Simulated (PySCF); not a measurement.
Bond curve of ZnS

Set-up: PySCF, scalar-relativistic core potentials, basis sets Zn cc-pVDZ-PP with ECP10, S cc-pV(D+d)Z. Energies in eV from Zn + S in their ground configurations at the same level. All curves are PBE0. state 1: ¹Σ⁺ (singlet), closed shell; state 2: ³Π (triplet), unpaired electrons σ ↑, π ↑, a second solution, started from another occupation; state 3: Ms = 0 determinant of mixed spin (⟨S²⟩ near 1.0), unpaired electrons σ ↓, π ↑, a second solution, started from another occupation.

| R (Å) | state 1 | state 2 | state 3 |
| --- | --- | --- | --- |
| 1.757 | -0.273 | 1.068 | 1.166 |
| 1.839 | -0.919 | 0.140 | 0.235 |
| 1.920 | -1.265 | -0.472 | -0.377 |
| 1.982 | -1.382 | -0.777 | -0.682 |
| 2.043 | -1.411 | -0.982 | -0.885 |
| 2.104 | -1.373 | -1.110 | -1.010 |
| 2.186 | -1.249 | -1.192 | -1.085 |
| 2.288 | -1.023 | -1.193 | -1.075 |
| 2.411 | -0.701 | -1.105 | -0.969 |
| 2.574 | -0.259 | -0.919 | -0.750 |

**Question.** Put a parabola through the three lowest points of the state 1 curve and estimate Re, k and ωe (reduced mass 21.31 u; 1 eV/Å² = 0.16022 mdyn/Å; ωe = 1302.8·√(k/μ) cm⁻¹).

**Answer.** Through R = 1.982, 2.043, 2.104 Å the second-order coefficient is 9.00 eV/Å², so Re ≈ 2.039 Å, k ≈ 2.88 mdyn/Å and ωe ≈ 479 cm⁻¹. A polynomial fit of higher order to the unrounded PBE0 energies gives Re = 2.035 Å, k = 2.92 mdyn/Å, ωe = 482 cm⁻¹; anharmonicity and rounding make the difference.

The higher-order fit for each curve: state 1: Re = 2.035 Å, ωe = 482 cm⁻¹, De = 1.41 eV; state 2: Re = 2.237 Å, ωe = 330 cm⁻¹, minimum 1.20 eV below the ground-state fragments; state 3: Re = 2.225 Å, ωe = 347 cm⁻¹, minimum 1.09 eV below the ground-state fragments.
